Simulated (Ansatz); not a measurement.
Reactions of CH9NSi2 (`C[SiH2]N[SiH3]`).

Gas-phase electronic energies from Ansatz, PBE0-D4/def2-TZVP geometries. CBS: MP2 limit from def2 TZ/QZ plus the TZ coupled-cluster correction, frozen cores. This one scheme is used for every species. Each species was taken in one conformer, which may not be the lowest.

```csv
reaction,CCSD(T)/CBS(def2) (kJ/mol)
`C[SiH2]N[SiH3]` → `CN[SiH3]` + `[SiH2]`,379
`C[SiH2]N[SiH3]` + `S[SiH](Cl)Cl` → `C[SiH2]S[SiH](Cl)Cl` + `N[SiH3]`,-13
`C[SiH2]N[SiH3]` + `N=C([SiH3])S` → `N=C([SiH3])S[SiH3]` + `C[SiH2]N`,?
`C[SiH2]N[SiH3]` + `C=N` → `C=N[SiH2]N[SiH3]` + CH₄,-51
`C[SiH2]N[SiH3]` → `CN[SiH2][SiH3]`,?
`C[SiH2]N[SiH3]` → `CN([SiH3])[SiH3]`,88
`C[SiH2]N[SiH3]` → `C[SiH2]N` + `[SiH2]`,293
`C[SiH2]N[SiH3]` + `O[Si]O[SiH3]` → `[SiH3]O[Si]O[SiH3]` + `C[SiH2]N`,-38
`C[SiH2]N[SiH3]` + `OC(F)F` → `C[SiH2]OC(F)F` + `N[SiH3]`,-25
`C[SiH2]N[SiH3]` + HCl → `C[SiH2]Cl` + `N[SiH3]`,?
```

Fill in the missing values. (Best estimate.)

Computed: `C[SiH2]N[SiH3]` + `N=C([SiH3])S` → `N=C([SiH3])S[SiH3]` + `C[SiH2]N`: +7.2 kJ/mol; `C[SiH2]N[SiH3]` → `CN[SiH2][SiH3]`: +146.6 kJ/mol; `C[SiH2]N[SiH3]` + HCl → `C[SiH2]Cl` + `N[SiH3]`: -40.5 kJ/mol.

Largest T1 diagnostic: 0.014, for `N=C([SiH3])S[SiH3]`.
